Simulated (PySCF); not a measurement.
Compound: C10H12S.
Numbering: `[CH:1]#[C:2][C@@H:3]1[C:4](=[CH2:5])[C@@H:6]([CH:7]=[CH2:8])[C@:9]1([CH3:10])[SH:11]` (hydrogens: H12 on C1; H13 on C3; H14, H15 on C5; H16 on C6; H17 on C7; H18, H19 on C8; H20, H21, H22 on C10; H23 on S11)

Cartesian coordinates in Å at the PBE0-D3(BJ)/def2-SVP level; atoms count from 1:
```
atom  x, y, z in Å
C1    -3.4274   -0.6106    1.0311
C2    -2.5102   -0.3298    0.2903
C3    -1.3984   -0.0002   -0.5831
C4    -0.2915   -1.0486   -0.5833
C5    -0.0637   -2.1252   -1.3258
C6     0.5382   -0.2708    0.4116
C7     2.0186   -0.2392    0.2874
C8     2.8657   -0.3566    1.3115
C9    -0.3169    0.9836    0.0117
C10    0.3193    1.8037   -1.0974
S11   -0.7892    2.1278    1.3297
H12   -4.2486   -0.8635    1.6757
H13   -1.7774    0.3016   -1.5737
H14   -0.7958   -2.4766   -2.0576
H15    0.8642   -2.6936   -1.2153
H16    0.2475   -0.5615    1.4358
H17    2.4160   -0.1057   -0.7257
H18    3.9484   -0.3145    1.1677
H19    2.5036   -0.4967    2.3349
H20    1.2163    2.3255   -0.7318
H21    0.6168    1.1521   -1.9334
H22   -0.3914    2.5536   -1.4749
H23   -1.5225    1.2389    2.0358
```

Computed, not measured: PBE0-D3(BJ)/def2-SVP geometry optimisation, gas phase (PySCF 2.14.0).

Take the most abundant isotopes and a rigid rotor. The values belong to one conformer with, in the numbering `[CH:1]#[C:2][C@@H:3]1[C:4](=[CH2:5])[C@@H:6]([CH:7]=[CH2:8])[C@:9]1([CH3:10])[SH:11]`, C4–C6–C7–C8 -137°, C6–C9–S11–H -62°, C2–C3–C4–C5 91°, C3–C4–C6–C7 -143°, C4–C6–C9–C10 -93°, C2–C3–C9–C6 96°.

(1) What are A, B and C (MHz)?

(2) Classify the top.

(3) What does the inertial defect say?

(4) Where do the levels up to J = 3 lie, in MHz?

(5) Predict some low-J microwave lines.

(6) Estimate the classical rotational partition function at 50 K, 298.15 K and 500 K.

Results:

(1) Ia = 447.98, Ib = 578.95, Ic = 784.07 u·Å²; 505379 MHz·u·Å²/I gives A = 1128, B = 872.9, C = 644.6 MHz.

(2) An asymmetric top; Ray's κ = -0.055.

(3) Not planar: Δ = Ic − Ia − Ib = -242.86 u·Å². For a rigid frame Δ = −2 Σ m c², so Σ m c² = 121.43 u·Å² lies off the ab plane: 32.09 from hydrogen and 89.34 from heavier atoms. The atom farthest from that plane is 2.53 Å away.

(4) Above 0(0,0):
J = 1: 1(0,1) 1517, 1(1,1) 1773, 1(1,0) 2001
J = 2: 2(0,2) 4453, 2(1,2) 4579, 2(1,1) 5264, 2(2,1) 6030, 2(2,0) 6129
J = 3: 3(0,3) 8691, 3(1,3) 8736, 3(1,2) 10076, 3(2,2) 10582, 3(2,1) 10996, 3(3,1) 12482, 3(3,0) 12512

(5) The dipole components are |μa| = 0.50 D, |μb| = 1.14 D, |μc| = 0.15 D. The squared components, which scale the intensities, stand as 0.19 : 1.00 : 0.02 (a : b : c). Some lines, for components of 0.1 D or more:

| type | branch | J(Ka,Kc) | MHz | lower level (cm⁻¹) |
| --- | --- | --- | --- | --- |
| a | Q | 3(2,1) ← 3(2,2) | 414 | 0.353 |
| b | Q | 3(2,1) ← 3(1,2) | 920 | 0.336 |
| a | Q | 4(2,2) ← 4(2,3) | 970 | 0.553 |
| c | Q | 3(3,1) ← 3(2,1) | 1486 | 0.367 |
| a | R | 1(0,1) ← 0(0,0) | 1517 | 0.000 |
| b | Q | 4(3,2) ← 4(2,3) | 2119 | 0.553 |
| b | R | 2(2,1) ← 1(1,0) | 4029 | 0.067 |
| a | R | 3(1,3) ← 2(1,2) | 4157 | 0.153 |
| c | R | 2(2,1) ← 1(1,1) | 4257 | 0.059 |
| a | R | 3(2,2) ← 2(2,1) | 4552 | 0.201 |
| a | R | 3(2,1) ← 2(2,0) | 4867 | 0.204 |
| c | R | 3(2,1) ← 2(1,1) | 5732 | 0.176 |
| c | R | 3(2,2) ← 2(1,2) | 6003 | 0.153 |
| a | R | 4(3,2) ← 3(3,1) | 6209 | 0.416 |
| c | R | 3(3,1) ← 2(2,1) | 6452 | 0.201 |

(6) Point group C1, symmetry number σ = 1; q = (√π/σ)·√((kT/h)³/(ABC)), k/h = 20836.6 MHz/K: 74800 at 50 K, 1090000 at 298.15 K, 2370000 at 500 K.

Stationary, but not proved a minimum. Zero-point vibration and centrifugal distortion are left out. A rigid rotor knows nothing of internal rotation, which can split or shift real lines.
